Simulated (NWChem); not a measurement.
Species: AlH2Br; SMILES [AlH2][Br]

```xyz
4

Al     0.0000     0.0000    -1.5521
H      0.0000     1.3999    -2.2840
H      0.0000    -1.3999    -2.2840
Br     0.0000     0.0000     0.7070
```
Atoms are numbered in this order, from 1.

Geometry: optimised at PBE0/def2-SVP.

Symmetry labels are those of C2v in the frame above (b1 and b2, or b-type labels, depend on it).

Question: List the 4 lowest vertical singlet excitations and the 4 lowest triplet ones from B3LYP/aug-cc-pVDZ, TDA (NWChem).

Answer: 
```csv
state,energy (eV),oscillator strength,symmetry,leading excitation (squared amplitude)
S1,4.91,0.000,a2,HOMO → LUMO (0.99)
S2,5.90,0.057,a1,HOMO−1 → LUMO (0.95)
S3,6.06,0.000,a2,HOMO−2 → LUMO (0.99)
S4,6.33,0.009,b1,HOMO−3 → LUMO (0.99)
T1,4.67,spin-forbidden,a2,HOMO → LUMO (0.94)
T2,5.21,spin-forbidden,a1,HOMO−1 → LUMO (0.99)
T3,5.70,spin-forbidden,a2,HOMO−2 → LUMO (0.94)
T4,5.89,spin-forbidden,b1,HOMO−3 → LUMO (0.97)
```
